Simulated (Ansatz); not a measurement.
`F[SiH2]C[TeH]` and `C[SiH2]C[SiH2]F` differ in one atom or group.

Ansatz, PBE0-D4/def2-TZVP geometries, multiplicity 1. Each molecule was computed in one conformer, which needn't be the lowest.

Elements past krypton have def2 core potentials.

```
                                        property  `F[SiH2]C[TeH]`
             LUMO energy (B3LYP/def2-TZVPP) / eV            -1.13
             HOMO energy (B3LYP/def2-TZVPP) / eV            -6.08
  size of the dipole moment (PBE/def2-TZVPP) / D             1.64
           HOMO energy (ωB97M-V/def2-TZVPP) / eV            -8.41
size of the dipole moment (B3LYP/def2-TZVPP) / D             1.72
            HOMO–LUMO gap (PBE0/def2-TZVPP) / eV             5.39
```

(1) What does the change do to each property? (Best estimate.)

Answers

(1) Computed: 
| property | `C[SiH2]C[SiH2]F` | shift |
| --- | --- | --- |
| LUMO energy (B3LYP/def2-TZVPP) / eV | 0.10 | 1.23 |
| HOMO energy (B3LYP/def2-TZVPP) / eV | -8.46 | -2.38 |
| size of the dipole moment (PBE/def2-TZVPP) / D | 1.27 | -0.37 |
| HOMO energy (ωB97M-V/def2-TZVPP) / eV | -10.85 | -2.44 |
| size of the dipole moment (B3LYP/def2-TZVPP) / D | 1.33 | -0.39 |
| HOMO–LUMO gap (PBE0/def2-TZVPP) / eV | 8.98 | 3.59 |

With PBE0 the HOMO falls by 2.35 eV and the LUMO rises by 1.23 eV, so the gap widens by about 3.58 eV. PBE moves the HOMO by -2.10 eV and ωB97M-V by -2.44 eV. Dipoles are sizes alone; their direction can turn.

B3LYP here is the variant with VWN-RPA as its local correlation; programs differ in this.

Spin–orbit coupling is left out; it splits and shifts lone-pair levels of the heavy atoms by tenths of an eV.
